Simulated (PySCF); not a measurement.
Molecule: SMILES O=C[SiH2]B(O)O. Atoms near the plane z = 0.0 Å, at the GFN2-xTB optimised geometry (x, y, z in Å): O1 (2.3, -0.1, 0.0), C2 (1.6, -1.1, 0.0), Si3 (-0.3, -1.1, 0.0), B4 (-0.8, 0.8, 0.0), O5 (-2.1, 1.1, 0.0), O6 (0.1, 1.8, 0.0), H7 (2.2, -2.1, 0.0), H10 (-2.3, 2.1, 0.0), H11 (1.1, 1.5, 0.0).

Level of theory: CAM-B3LYP/def2-TZVP (PySCF). Cells within 0.4 Å of a nucleus heavier than hydrogen are left out (blank, or x). The values are rescaled to run from 0 to 1.

```
|0000000000000000000000000000000|
|0000000000000000000000000000000|
|0000000000000011100000000000000|
|0000000111011222221000000000000|
|0000012222222334433210000000000|
|0000123443333455554321000000000|
|0001234555444567765432000000000|
|0002346776545688876543100000000|
|001245788765679xx97654210000000|
|001346799876789xx98764321100000|
|00235689x987789xx99865433210000|
|0124578xxx988899988765554332000|
|0124578xxx98xx88776666666543100|
|002356789888xx77665667887653210|
|0013456777778877655679999764310|
|0012345556678877655689xx9864320|
|0001233445677877666789xx9864320|
|0000122345667887777889998764310|
|0000001234567xxx7788xx987653210|
|0000001234567xxx8889xx876543100|
|00000012345679x97788x9876532100|
|0000000234567777677788987542100|
|0000000134566666666678987542100|
|0000000123455665555567776532100|
|0000000123345554433456665432000|
|0000000012333443322344444321000|
|0000000001222322211223333210000|
|0000000000111111100111221100000|
|0000000000000000000000000000000|
|0000000000000000000000000000000|
|0000000000000000000000000000000|
```
Scale: ten equal steps from 0.000 (start of '0') to 1.00 (end of '9'), in the order '0123456789'; x runs from -4.50 to 4.50, y from -4.50 (bottom) to 4.50 (top).

Question: Which quantity is mapped?
A) an orbital amplitude
B) log10 of the electron density
C) Laplacian of the electron density
D) deformation density (molecule minus spherical neutral atoms)

Answer: B, log10 of the electron density. In full: log10 of the electron density (e/bohr³), floored at −4.
